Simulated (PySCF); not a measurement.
B(Cl)(OMe)(NH2) (CH₅BClNO), SMILES COB(N)Cl. Atoms are numbered in the order given.

```xyz
10

B      0.1919     0.0721     0.0000
Cl    -0.3856     1.7662     0.0000
O     -0.7609    -0.8956     0.0000
C     -0.4246    -2.2627     0.0000
H      0.1593    -2.5406     0.8970
H     -1.3541    -2.8501     0.0000
H      0.1593    -2.5406    -0.8970
N      1.5757    -0.1714     0.0000
H      2.2493     0.5827     0.0000
H      1.9858    -1.0963     0.0000
```

Geometry optimised at B3LYP-D3(BJ)/def2-SVP. The structure was generated by enumeration, and PubChem lists no compound with its InChIKey, so it may never have been made. The values are those of a single conformer.

Two levels are set side by side: PBE/pcSseg-1 (PySCF) and KT2/pcSseg-1 (PySCF). GIAO shifts against BF3 (¹¹B), H2O (¹⁷O), HCl (³⁵Cl), NH3 (¹⁵N), TMS (¹H), TMS (¹³C) at the same level; non-relativistic, no solvent, atoms listed together averaged. Without spin–orbit terms, shifts of atoms bonded to Cl or Br come out too high at both levels. Differences are taken from unrounded values.

| quantity | KT2 |
|---|---|
| δ(¹¹B) of B1 (ppm) | 13.2 |
| δ(³⁵Cl) of Cl2 (ppm) | 57.9 |
| δ(¹⁷O) of O3 (ppm) | 95.0 |
| δ(¹³C) of C4 (ppm) | 55.1 |
| δ(¹⁵N) of N8 (ppm) | 70.4 |

**Question.** What does PBE give, and how far is it from KT2? (The exact figures need the calculation; the answer reports its results.)

**Answer.** 
```tsv
quantity	PBE	PBE minus KT2
δ(¹¹B) of B1 (ppm)	13.9	0.8
δ(³⁵Cl) of Cl2 (ppm)	65.4	7.5
δ(¹⁷O) of O3 (ppm)	104.6	9.6
δ(¹³C) of C4 (ppm)	56.2	1.1
δ(¹⁵N) of N8 (ppm)	76.2	5.9
```

Rough cost on one machine, each run with all the roots and properties that it gave: KT2 against PBE within a factor of 2.
